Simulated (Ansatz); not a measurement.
Ideal-gas functions of `[NH2][SnH2][OH]` at 600 K and 1 bar, from an Ansatz frequency run at PBE0-D4/def2-TZVP.

Molar mass 153.76 g/mol, point group C1 (symmetry number 1), electronic degeneracy 1, moments of inertia 46.672, 93.817, 129.122 u Å². Harmonic wavenumbers (cm⁻¹, unscaled): 55, 119, 207, 409, 444, 529, 613, 627, 654, 692, 851, 854, 1567, 1911, 1963, 3565, 3664, 3903.

Use S(trans) = R[1.5 ln M + 2.5 ln T − 1.1517]; rotational temperatures θ = 24.2544 K / I; S(rot) = R[ln(√π/σ · √(T³/θAθBθC)) + 1.5]; for each mode x = 1.438777 ν̃/T, S = R[x/(eˣ − 1) − ln(1 − e⁻ˣ)] and H = RT x/(eˣ − 1); 1 cm⁻¹ = 0.0119627 kJ/mol; R = 8.31446 J/(mol·K).

Problem. By hand: the entropy, in J/(mol·K).

Solution. Translation 186.2. Rotation: θ = 0.5197, 0.2585, 0.1878 K, giving 112.3. Vibration, mode by mode: 25.16, 18.77, 14.22, 8.80, 8.18, 6.87, 5.82, 5.67, 5.38, 5.00, 3.69, 3.67, 0.94, 0.48, 0.43, 0.02, 0.01, 0.01, in all 113.1. Electronic 0.0. Sum 411.6 J/(mol·K).

Problem. By hand: H − E and G − E in kJ/mol, counted from the electronic energy.

Solution. Zero-point energy ½ × 22627 × 0.0119627 = 135.3; thermal vibration 33.3; translation, rotation and pV give 4 RT = 20.0. H − E = 188.6 kJ/mol, and G − E = 188.6 − 600 × 411.6/1000 = -58.4 kJ/mol.

Vibration gives 27 % of the entropy, 43.9 J/(mol·K) of it from the modes under 150 cm⁻¹: soft modes count most, and the harmonic formula is weakest for them. The sum counts one conformer and one mirror image; others add a mixing term.
